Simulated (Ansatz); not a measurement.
Program: Ansatz. Geometries: PBE0-D4/def2-TZVP. ΔE: electronic, gas phase. CBS: MP2 limit from def2 TZ/QZ plus the TZ coupled-cluster correction, frozen cores. This one scheme is used for every species. Functionals use def2-TZVPP. One conformer a species, not always the lowest.

Consider the formal hydrolysis of the Si–O bond: `CO[SiH](C)Cl` + H₂O → `C[SiH](O)Cl` + CH₃OH.

| level | ΔE (kcal/mol) | difference from CCSD(T)/CBS |
| --- | --- | --- |
| revPBE-D4 | 1.2 | -0.3 |
| r2SCAN-D4 | 0.5 | -1.0 |
| PBE | -0.5 | -2.0 |
| LC-ωPBE | -0.2 | -1.7 |
| HF/def2-SVP | -0.4 | -1.9 |
| MP2/def2-SVP | 1.0 | -0.5 |
| CCSD(T)/def2-SVP | 1.0 | -0.5 |
| HF/def2-TZVPP | -0.5 | -2.0 |
| HF/CBS(def2) | -0.4 | -1.9 |
| CCSD/CBS(def2) | 1.2 | -0.3 |
| CCSD(T)/CBS | 1.5 | 0 |

Largest T1 diagnostic among the species: 0.010.

Leaving LDA and LC-ωPBE aside and taking each functional with its dispersion term where it has one, the values, not all of them listed here, spread over 1.1 kcal/mol, from B2PLYP to BLYP-D4. LDA lies +1.0 kcal/mol from PBE without D4. In def2-TZVPP, CCSD(T) changes the Hartree–Fock value by +1.7 kcal/mol (the triples alone add +0.3 kcal/mol) and MP2 by +2.0 kcal/mol.
